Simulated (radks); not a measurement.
All-electron atom: Sn I in [Kr] 4d10 5s2 5p1 6p1 (not the ground configuration). Calculated with a radial shooting solver on a logarithmic mesh with Libxc functionals: scalar-relativistic Kohn-Sham, r2SCAN, spin-polarised, spherical densities, finite nucleus; open shells are filled with parallel spins first (spin-orbit coupling, left out, can overturn this in heavy ions); meta-GGA in the generalised Kohn-Sham scheme; Fermi nuclear charge, rms radius 4.6519 fm.

X-ray form factor f0, the Fourier transform of the density (f0(0) = 50):

sin(theta)/lambda (1/angstrom),f0 (electrons)
0.05,48.282
0.1,46.072
0.15,43.339
0.2,40.377
0.25,37.500
0.3,34.796
0.4,29.998
0.5,26.096
0.6,23.086
0.8,19.064
1,16.362
1.25,13.485
1.5,10.914
2,7.349
